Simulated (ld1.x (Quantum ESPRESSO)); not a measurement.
# calcium (Ca) TM: all-electron and pseudo phase curves

Ca, norm-conserving Troullier–Martins (Kleinman–Bylander form), made with ld1.x (Quantum ESPRESSO) 7.5 (PBEsol, fully relativistic). Core [Ar], reference 3d1 4s1 4p0. Waves: 4p (bound, empty): rc 3.40 bohr; 3d (bound): rc 3.20 bohr; 4s (bound): rc 2.40 bohr. Local part: the s channel. Core correction: a·sin(br)/r model core, default radius (core density twice the valence density).

Open shells are filled in proportion to 2j + 1 (rel_dist='average').

The phase is arctan(r·u′/u) with u = r·R(r), unwrapped; energies in Ry, scanned from -2 to 5 Ry. A pole is an energy at which the radial function vanishes at the test radius. The pseudo phase is shifted by a multiple of π to meet the all-electron one at the reference energy, and phase errors are pseudo minus all-electron; the curves can meet again beyond the range given. Levels narrower than the energy grid can be missing from the lists of poles.

```tsv
channel	radius (bohr)	reference energy (Ry)	poles, all-electron	poles, pseudo	unbroken range about the reference energy with phases within 0.05 rad	phase error 1 Ry above the reference energy (rad)
s	3.71	-0.24	0.73, 4.80	0.58, 1.88	below 0.6	-0.071
p1/2	3.71	-0.09	-1.90, 1.30	1.29	-1.8 to 2.4	-0.005
p3/2	3.71	-0.09	-1.87, 1.31	1.29	-1.8 to 2.5	-0.007
d3/2	3.71	-0.06	0.14, 2.34	0.15, 3.26	below 0.4	+0.554
d5/2	3.71	-0.05	0.14, 2.34	0.15, 3.26	below 0.4	+0.551
```

Phases in the d3/2 channel:

| E (Ry) | all-electron | pseudo |
| --- | --- | --- |
| -2.00 | 1.381 | 1.382 |
| -1.52 | 1.353 | 1.354 |
| -1.04 | 1.308 | 1.309 |
| -0.56 | 1.204 | 1.208 |
| -0.08 | -0.173 | -0.172 |
| 0.40 | -1.841 | -1.798 |
| 0.88 | -2.583 | -2.194 |
| 1.36 | -4.291 | -3.689 |
| 1.84 | -4.597 | -4.411 |
| 2.32 | -4.710 | -4.584 |
| 2.80 | -4.792 | -4.664 |
| 3.28 | -4.899 | -4.714 |
| 3.76 | -5.208 | -4.755 |
| 4.24 | -7.113 | -4.796 |
| 4.72 | -7.638 | -4.847 |
